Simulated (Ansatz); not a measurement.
Ideal-gas functions of `[F][Hf]([Cl])([Cl])[Br]` at 298.15 K and 1 bar, from an Ansatz frequency run at PBE0-D4/def2-TZVP.

Molar mass 348.3 g/mol, point group Cs (symmetry number 1), electronic degeneracy 1, moments of inertia 383.435, 631.514, 760.79 u Å². Harmonic wavenumbers (cm⁻¹, unscaled): 80, 87, 99, 137, 145, 267, 390, 395, 668.

Use S(trans) = R[1.5 ln M + 2.5 ln T − 1.1517]; rotational temperatures θ = 24.2544 K / I; S(rot) = R[ln(√π/σ · √(T³/θAθBθC)) + 1.5]; for each mode x = 1.438777 ν̃/T, S = R[x/(eˣ − 1) − ln(1 − e⁻ˣ)] and H = RT x/(eˣ − 1); 1 cm⁻¹ = 0.0119627 kJ/mol; R = 8.31446 J/(mol·K).

Q: By hand: the entropy, in J/(mol·K).

A: Translation 181.9. Rotation: θ = 0.0633, 0.0384, 0.0319 K, giving 127.6. Vibration, mode by mode: 16.28, 15.59, 14.53, 11.90, 11.45, 6.76, 4.18, 4.11, 1.45, in all 86.3. Electronic 0.0. Sum 395.8 J/(mol·K).

Q: By hand: H − E and G − E in kJ/mol, counted from the electronic energy.

A: Zero-point energy ½ × 2268 × 0.0119627 = 13.6; thermal vibration 12.6; translation, rotation and pV give 4 RT = 9.9. H − E = 36.1 kJ/mol, and G − E = 36.1 − 298.15 × 395.8/1000 = -81.9 kJ/mol.

Vibration gives 22 % of the entropy, 69.8 J/(mol·K) of it from the modes under 150 cm⁻¹: soft modes count most, and the harmonic formula is weakest for them.
